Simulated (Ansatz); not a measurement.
Mulliken charges of ClGaH2S, SMILES `[SH][GaH][Cl]` from ωB97M-V/def2-TZVPP in Ansatz (PBE0-D4/def2-TZVP geometry).

```tsv
atom	x (Å)	y (Å)	z (Å)	charge (e)
S1	-1.582	-0.405	-0.275	-0.227
Ga2	0.536	-0.034	0.117	0.365
Cl3	1.646	-1.796	0.601	-0.256
H4	-1.846	0.891	-0.515	0.121
H5	1.247	1.344	0.071	-0.003
```

Q: By hand: the dipole of these point charges (1 e Å = 4.8032 D).

A: Σ q r = (-0.094, 0.643, -0.111) e Å, of length 0.659 e Å = 3.17 D.

Q: How does the dipole of the full density compare? (Estimate.)

A: Computed: (-0.090, 0.469, -0.086) e Å, 2.33 D; the point charges give 1.36 times that, at 3° from its direction.

Point charges leave out the atoms' own dipoles, such as those of lone pairs, and Mulliken's split depends on the basis, so the two needn't agree.
